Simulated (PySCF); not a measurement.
In(H)(OH)(NH2) (H4InNO), SMILES [NH2][InH][OH]. Atoms are numbered in the order given.

```xyz
7

In    -0.1987    -0.1066    -0.1801
H     -1.4383    -0.6523    -1.2274
O      0.4897     1.7756    -0.1688
H      0.0495     2.3402    -0.8125
N      0.7029    -1.1164     1.3111
H      1.5463    -0.7260     1.7190
H      0.7429    -2.1294     1.3169
```

Coordinates come from a PBE0-D3(BJ)/def2-SVP optimisation. The def2 effective core potentials stand for the cores of In; spin–orbit coupling is left out. The values are those of a single conformer.

Calculation: PySCF with PBE0/def2-TZVPD.

Mulliken values depend strongly on the basis, most of all with diffuse functions as here. ESP charges are fitted to the potential on shells at 1.4 to 2.0 van der Waals radii. Atomic charges (e):

```json
[
 {"atom": "In1", "Mulliken": "0.70", "ESP fit": "0.86"},
 {"atom": "H2", "Mulliken": "-0.06", "ESP fit": "-0.20"},
 {"atom": "O3", "Mulliken": "-0.73", "ESP fit": "(withheld)"},
 {"atom": "H4", "Mulliken": "0.27", "ESP fit": "(withheld)"},
 {"atom": "N5", "Mulliken": "-0.56", "ESP fit": "-0.92"},
 {"atom": "H6", "Mulliken": "0.20", "ESP fit": "(withheld)"},
 {"atom": "H7", "Mulliken": "0.17", "ESP fit": "(withheld)"}
]
```

Problem. Complete the blanks. (The exact figures need the calculation; the answer reports its results.)

Solution. 
- O3, ESP fit: -0.69
- H4, ESP fit: 0.31
- H6, ESP fit: 0.34
- H7, ESP fit: 0.29
